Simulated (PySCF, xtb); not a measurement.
C2H7ClFNSi, SMILES CC[Si@](F)(Cl)N. The values are those of a single conformer.

Harmonic wavenumbers (cm⁻¹) from GFN2-xTB (xtb) at its own minimum, in rising order: 43, 110, 126, 161, 179, 206, 236, 254, 334, 393, 485, 698, 729, 769, 816, 938, 992, 1029, 1080, 1237, 1300, 1420, 1478, 1499, 1507, 1508, 2971, 2988, 3026, 3041, 3047, 3486, 3530.

What does PySCF with PBE-D3(BJ)/def2-SVP give at its own minimum? (Estimate from the structure and the level; the computed values follow.)

66, 126, 144, 174, 229, 262, 281, 289, 357, 386, 502, 661, 670, 808, 833, 900, 943, 957, 1030, 1203, 1222, 1345, 1375, 1423, 1430, 1482, 2968, 2973, 3024, 3060, 3066, 3494, 3593. Paired by order, the mean absolute difference is 38 cm⁻¹ and the zero-point energies are 59.5 and 59.0 kcal/mol.
